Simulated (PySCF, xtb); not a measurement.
Se(iPr)(SH) (C3H8SSe), SMILES CC(C)[Se]S.

The structure is a stationary point at PBE0-D3(BJ)/def2-SVP. The values are those of a single conformer.

Method: IEF-PCM-B3LYP/def2-SVP in PySCF.

The values are the electrostatic part of the solvation free energy, E(continuum) − E(gas) at the gas-phase geometry, in a cavity of scaled van der Waals radii (PySCF's table); cavitation and dispersion terms are not included. In vacuum the orbital gap is 5.27 eV. The dipole moment in vacuum is 1.88 D.

| solvent | ε | ΔG(elec) (kcal/mol) | dipole (D) | gap (eV) |
|---|---|---|---|---|
| water | 78.36 | -2.9 | 2.56 | 5.34 |
| benzene | 2.27 | [?] | [?] | [?] |
| dichloromethane | 8.93 | -2.4 | 2.44 | 5.32 |

### Question
What belongs in the gaps? (The exact figures need the calculation; the answer reports its results.)

### Answer

- benzene, ΔG(elec) (kcal/mol): -1.2
- benzene, dipole (D): 2.16
- benzene, gap (eV): 5.30

For comparison, GFN2-xTB/ALPB(water) (xtb, at the GFN2-xTB geometry, all terms of that model) gives -1.3 kcal/mol.
